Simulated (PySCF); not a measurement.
Species: C5H6N2Si.
InChI=1S/C5H6N2Si/c6-5-8-7-3-1-2-4-7/h1-4H,8H2

Level of theory: TDDFT B3LYP/def2-SVPD, vertical, gas phase, core orbitals frozen in the response in PySCF 2.14.0, density-fitted response routines. Geometry: PBE0-D3(BJ)/def2-SVP, one conformer, isolated molecule. Torsions of this conformer, `[N:1]#[C:2][SiH2:3][n:4]1[cH:5][cH:6][cH:7][cH:8]1`: C2–Si3–N4–C5 84°.

Broadening: Gaussians 0.25 eV wide at half height, area fixed by f = 4.319×10⁻⁹ ∫ε dν̃. The width is an assumption, not a result. The curve ends short of the highest state used, and states not computed would add to its high-energy end.

| λ (nm) | ε (L mol⁻¹ cm⁻¹) |
| --- | --- |
| 201.1 | 9309 |
| 203.6 | 3618 |
| 206.2 | 1069 |
| 208.8 | 775 |
| 211.3 | 1293 |
| 213.9 | 1849 |
| 216.4 | 1869 |
| 219.0 | 1328 |
| 221.5 | 715 |
| 224.1 | 410 |
| 226.6 | 593 |
| 229.2 | 1246 |
| 231.7 | 2023 |
| 234.3 | 2454 |
| 236.8 | 2214 |
| 239.4 | 1503 |
| 242.0 | 791 |
| 244.5 | 382 |
| 247.1 | 285 |
| 249.6 | 456 |
| 252.2 | 821 |
| 254.7 | 1211 |
| 257.3 | 1462 |
| 259.8 | 1436 |
| 262.4 | 1159 |
| 264.9 | 790 |
| 267.5 | 446 |
| 270.0 | 223 |
| 272.6 | 98 |
| 275.1 | 48 |
| 277.7 | 35 |
| 280.3 | 36 |
| 282.8 | 39 |
| 285.4 | 38 |
| 287.9 | 34 |
| 290.5 | 26 |
| 293.0 | 18 |
| 295.6 | 11 |
| 298.1 | 6 |
| 300.7 | 3 |
| 303.2 | 1 |
| 305.8 | 1 |
| 308.3 | 0 |
| 310.9 | 0 |

(1) Where are the band maxima, and which computed states make them?

(2) Coming from long wavelengths, where does ε first pass 100 L mol⁻¹ cm⁻¹?

(3) On this curve, what absorbance would a 10⁻³ mol/L sample give at 254 nm over a 1 cm path?

## Answers

(1) 284 nm (4.37 eV), ε about 39, made up of S1 (99%); 258 nm (4.80 eV), ε about 1500, made up of S2 (100%); 235 nm (5.29 eV), ε about 2500, made up of S3 (100%); 215 nm (5.76 eV), ε about 1900, made up of S5 (87%) (ε in L mol⁻¹ cm⁻¹; maxima over ε = 5, shares over 10%). At its high-energy end, 6.17 eV, the curve is still rising (ε about 9700, from S7 and S8). The states used: S1 4.36 eV (f 0.0004); S2 4.80 eV (f 0.014); S3 5.28 eV (f 0.023); S4 5.67 eV (f 0.0011); S5 5.75 eV (f 0.016); S6 5.88 eV (f 0.0029); S7 6.25 eV (f 0.084); S8 6.33 eV (f 0.088); S9 6.52 eV (f 0.013); S10 6.77 eV (f 0.030).

(2) At about 272 nm (4.55 eV), 0.19 eV above S1.

(3) 254 nm is 4.881 eV, where ε is about 1100 L mol⁻¹ cm⁻¹, so A = ε c l ≈ 1.1 (Beer–Lambert, with the gas-phase spectrum and the assumed width).

All these states lie below the vertical ionisation energy of 8.63 eV (ΔSCF).

Time: 6.2 min of wall time; peak memory 0.91 GiB. Hardware: one thread of an Intel Xeon at 2.50 GHz, on a shared host.
